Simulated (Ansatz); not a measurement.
An elementary step

Start structure (SiNH$_{8}$OF, closed shell), relaxed at PBE0-D4/def2-TZVP:

Si1  (-0.991, -1.047, 0.175)
H2  (0.455, -1.378, 0.011)
H3  (-1.867, -1.229, -1.008)
H4  (-1.320, 0.035, 1.137)
N5  (-0.315, 0.749, -1.021)
H6  (2.182, 1.257, 1.615)
F7  (-1.441, -2.347, 1.061)
H8  (1.826, -0.037, 0.878)
O9  (2.051, 0.889, 0.738)
H10  (-1.050, 1.439, -1.114)
H11  (-0.001, 0.502, -1.952)
H12  (0.470, 1.167, -0.521)
(Å)

The step: SiH₃F ([F][SiH3]) + H₂O + NH₃ → SiNH₄F ([NH2][SiH2][F]) + H₂O + H₂; bonds formed: Si1–N5, H2–H8, O9–H12; bonds broken: Si1–H2, N5–H12, H8–O9. Ansatz 0.2.0; basis: def2-TZVPP and def2-QZVPP; cores frozen in the correlated methods. Extrapolation: Hartree–Fock as exp(−7.88 √X), correlation as X^−2.97. Energies below are by CCSD(T) at an estimated basis limit (MP2 extrapolated from triple and quadruple zeta, plus CCSD(T) − MP2 in triple zeta).

**Question.** What are the electronic barrier and the energy of the step, from the start structure to the end structure? (To be estimated.)

**Answer.** Computed: Barrier 41.96 kcal/mol; step energy -5.67 kcal/mol (downhill); reverse barrier, their difference, 47.63 kcal/mol. Barrier and step energy count from the start structure, the reverse barrier from the end structure.

The saddle point: One imaginary mode of 1497i cm⁻¹.
```json
{"pair": "Si1–N5", "start (Å)": "2.26", "saddle (Å)": "1.84", "end (Å)": "1.70"}
{"pair": "H2–H8", "start (Å)": "2.10", "saddle (Å)": "1.05", "end (Å)": "0.75"}
{"pair": "O9–H12", "start (Å)": "2.04", "saddle (Å)": "1.20", "end (Å)": "0.97"}
{"pair": "Si1–H2", "start (Å)": "1.49", "saddle (Å)": "1.78", "end (Å)": "4.00"}
{"pair": "N5–H12", "start (Å)": "1.02", "saddle (Å)": "1.30", "end (Å)": "2.17"}
{"pair": "H8–O9", "start (Å)": "0.96", "saddle (Å)": "1.20", "end (Å)": "2.56"}
```

Zero-point energy (harmonic, PBE0-D4): ZPE is 57.07 kcal/mol at the start and 53.81 kcal/mol at the saddle, so the barrier goes from 41.96 to 38.69 kcal/mol.

T1 diagnostic: at most 0.012.

Labels in which every atom is bracketed show which atoms are joined, not bond orders.

For scale, one of the runs: CCSD(T)/def2-TZVPP, 247 basis functions, launched by `ansatz run in.yaml --threads 4 --pin off --events-out ev --progress --plain --max-ram 9574MiB`. The run took 2.2 min on 4 CPU threads of an Arm Neoverse V1 (shared host), with 5.3 GiB of host memory at its peak.
